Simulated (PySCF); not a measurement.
r2SCAN0 single point of singlet AgH3 at its PBE0 minimum.

Input, equivalent to the run apart from its starting density:

```python
from pyscf import gto, scf, dft
mol = gto.M(atom='''
Ag    -0.007955    -0.018876    -0.001128
H      1.092088     1.605246     0.154874
H      0.388462     1.907752     0.055093
H     -0.636688    -1.510712    -0.090293''',
    basis={'Ag': 'def2-TZVP', 'H': 'def2-TZVP'},
    ecp={'Ag': 'def2-TZVP'},
    charge=0, spin=0)
mf = dft.RKS(mol, xc='HYB_MGGA_XC_R2SCAN0')
mf.grids.atom_grid = (90, 434)
aux = {'Ag': 'def2-universal-JKFIT', 'H': 'def2-universal-JKFIT'}
mf = mf.density_fit(auxbasis=aux)
mf.conv_tol = 1e-08
mf.diis_space = 10
mf.max_cycle = 60
mf.verbose = 4
mf.kernel()
```

Excerpt of the output:

```
init E= -148.746460598735
  HOMO = -0.254500176388518  LUMO = -0.0218550862597708  gap/eV = 6.33060
cycle= 1 E= -148.746506333294  delta_E= -4.57e-05  |g|= 0.0449  |ddm|= 0.0699
  HOMO = -0.246471963010575  LUMO = -0.0192060582499307  gap/eV = 6.18422
cycle= 2 E= -148.746130547236  delta_E= 0.000376  |g|= 0.0687  |ddm|= 0.0647
  HOMO = -0.250513139290385  LUMO = -0.0204609646309715  gap/eV = 6.26004
cycle= 3 E= -148.746788444154  delta_E= -0.000658  |g|= 0.00137  |ddm|= 0.0399
  HOMO = -0.250675864480207  LUMO = -0.0203720291691627  gap/eV = 6.26689
cycle= 4 E= -148.746788833347  delta_E= -3.89e-07  |g|= 0.000374  |ddm|= 0.00166
  HOMO = -0.250647851149381  LUMO = -0.0203594711360595  gap/eV = 6.26647
cycle= 5 E= -148.746788856537  delta_E= -2.32e-08  |g|= 3.9e-05  |ddm|= 0.000481
  HOMO = -0.250636139673849  LUMO = -0.02035770290574  gap/eV = 6.26620
cycle= 6 E= -148.746788857203  delta_E= -6.66e-10  |g|= 4.4e-06  |ddm|= 9.91e-05
  HOMO = -0.250636623011487  LUMO = -0.0203562126082528  gap/eV = 6.26625
Extra cycle  E= -148.746788857211  delta_E= -8.01e-12  |g|= 3.98e-06  |ddm|= 2e-05
converged SCF energy = -148.746788857211
```

This run, together with those of the ionised and electron-attached species (not shown), took 3.6 s on 2 threads of a shared Intel Xeon 6975P-C (Granite Rapids) host, with 58 basis functions; the process peaked at 0.65 GiB. Launch command: `OMP_NUM_THREADS=2 python axn.py task.json out`.
